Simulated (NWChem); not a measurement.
A series in which one site is exchanged, each optimised at PBE0/def2-SVP with NWChem, gas phase unless a solvent is named. For some, no frequency run checked for a minimum. def2 effective core potentials on I; no spin-orbit coupling.

A: CBF (CH4BF; site = F)
B: ClBC (CH4BCl; site = Cl)
C: CBI (CH4BI; site = I)
D: BC (CH5B; site = H)

```tsv
quantity	A	B	C	D
dipole (D), PBE0/def2-SVP	1.26	1.29	…	0.79
vertical ionisation energy, ΔSCF, PBE/def2-SVP (eV)	11.16	10.47	…	11.25
vertical ionisation energy, ΔSCF, B3LYP/def2-SVP (eV)	11.57	10.78	…	11.62
```

### Question
Fill in the missing entries.

### Answer

- dipole (D), PBE0/def2-SVP, C: 1.51
- vertical ionisation energy, ΔSCF, PBE/def2-SVP (eV), C: 9.44
- vertical ionisation energy, ΔSCF, B3LYP/def2-SVP (eV), C: 9.62
